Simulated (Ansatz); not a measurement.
```xyz
7

O     2.713   -0.658   -0.710
Au    0.896   -0.203   -0.187
P    -1.085    0.315    0.471
F    -2.234    0.156   -0.549
F    -1.359    1.763    0.939
F    -1.695   -0.450    1.668
H     2.764   -0.924   -1.632
```

The species carries charge 0 and has multiplicity 1. Au takes the def2 core potential.

Question: List the PBE0/def2-TZVPP orbital energies in eV (the Gaussian-basis code of Ansatz). (An estimate is asked.)

Answer: Ansatz gave: Occupied: -2106.74, -676.28, -676.26, -676.25, -521.76, -184.99, -134.32, -134.31, -134.17, -115.79, -66.26, -65.66, -65.64, -37.12, -35.66, -35.63, -26.34, -20.28, -17.13, -17.11, -16.68, -15.10, -15.10, -14.13, -14.03, -14.02, -13.55, -12.27, -11.21, -10.47, -10.03, -10.02, -9.27, -8.17, -7.58. Lowest empty: -1.34, -1.19, 0.17, 1.38, 1.56, 1.69, 2.43, 4.31.
